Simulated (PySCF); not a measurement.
Write Cartesian coordinates for `C(CB(Cl)Cl)#N` as optimised with PBE0-D3(BJ)/def2-SVP.

```xyz
8
C2H2BCl2N angstrom
N     -0.4253    2.2427    0.0770
C      0.1071    1.3571   -0.4431
C      0.7764    0.2462   -1.0930
B      2.1628   -0.1975   -0.4790
Cl     2.9933   -1.5362   -1.2341
Cl     2.8700    0.5867    0.8985
H      0.1129   -0.6373   -1.0935
H      0.9379    0.4815   -2.1601
```

Orientation and origin are arbitrary. Atoms count from 1 in this order. The 6 heavy atoms lie in one plane (0.002 Å rms). B4 (three-coordinate boron) is planar (angles 122.6°, 119.7° and 117.7°, sum 360.0°, 0.00 Å off the plane of its three neighbours).

Bonds between heavy atoms (Å): N1≡C2 1.157, C2–C3 1.451, C3–B4 1.580, B4–Cl5 1.747, B4–Cl6 1.736.

Level of theory: PBE0-D3(BJ)/def2-SVP geometry optimisation, gas phase in PySCF.

Point group: Cs (every atom within 0.08 Å of its image). No frequency check. One conformer, not necessarily the lowest (C2–C3–B4–Cl5 180°).
